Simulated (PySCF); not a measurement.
# What a mistake does to a calculation on BH2O2Si anion

Calculated results; nothing here was measured. They come from PySCF 2.14.0, an open-source quantum chemistry program, on an isolated molecule that a program drew, which may never have been made. The molecule is BH2O2Si anion (charge -1, singlet), drawn as the SMILES string `O=[SiH]B[O-]`.

Each row is a Hartree-Fock (HF) and frozen-core CCSD(T) single point in the aug-cc-pV(D+d)Z basis, meant for a local HF minimum. Run 1 is clean. Each other run has one planted mistake out of seven kinds, and not every kind appears here: one electron removed, one electron added, multiplicity raised by two, geometry at a saddle point, minimal basis STO-3G, one bond length entered in bohr, all coordinates scaled. The reference is restricted for singlets and unrestricted otherwise, and also for a bond in bohr. Adding or removing an electron swaps singlet and doublet. Electrons count all cores. HOMO and LUMO are orbital energies over both spins, the gradient is its largest component, and the lowest frequency (negative if imaginary) is given only where the gradient is small. Bond lengths are over the 5 bonds as drawn. T1 is the CCSD diagnostic: over 0.02 (restricted) or 0.045 (unrestricted) a single reference is doubtful.

Geometry of the clean run:
```xyz
6
BH2O2Si anion, angstrom
O    -2.0082   -0.5071    1.8242
Si   -1.1004   -0.4914    0.5906
B     0.4216    0.8082   -0.1334
O     0.9217    0.4237   -1.2271
H    -1.3170   -1.6621   -0.3469
H     0.6858    1.7992    0.5487
```

```
run,electrons,basis functions,<S^2>,HOMO (eV),LUMO (eV),gradient (hartree/bohr),lowest frequency (cm^-1),mean bond (Å),longest bond (Å),T1,HF (hartree),CCSD(T) (hartree),mistake
1,38,119,0.000,-4.16,4.00,1.3e-05,68,1.5340,2.128,0.0232,-464.59105,-465.23262,no fault
2,38,26,0.000,1.21,13.44,4.0e-02,-,1.5340,2.128,0.0241,-458.63977,-458.89234,minimal basis STO-3G
3,38,119,0.383,-2.86,3.90,3.7e-02,-,1.7531,2.328,0.0524,-464.49702,-465.14964,one bond length entered in bohr
4,38,119,0.000,-4.47,4.00,6.9e-02,-,1.6107,2.235,0.0261,-464.57548,-465.23068,all coordinates scaled
5,38,119,2.068,-1.42,3.73,5.4e-02,-,1.5340,2.128,0.0498,-464.53332,-465.15896,?
```

**Which mistake was planted in run 5, and what did it cost?**

Electrons, basis and geometry are unchanged, and <S^2> is 2.068, beside S(S+1) = 2.00 for a multiplicity of 3. So the mistake is: multiplicity raised by two. Subtracting run 1 and multiplying by 627.51 kcal/mol a hartree, the energy moved by 36.2 kcal/mol in HF and 46.2 kcal/mol in CCSD(T).

Cautions from the logs. Run 1: T1 is over the limit, so its CCSD(T) energy is less reliable; run 2: T1 is over the limit, so its CCSD(T) energy is less reliable and the HOMO is above zero, so the electron isn't bound and the energy depends on the basis; run 3: T1 is over the limit, so its CCSD(T) energy is less reliable; run 4: T1 is over the limit, so its CCSD(T) energy is less reliable; run 5: T1 is over the limit, so its CCSD(T) energy is less reliable.
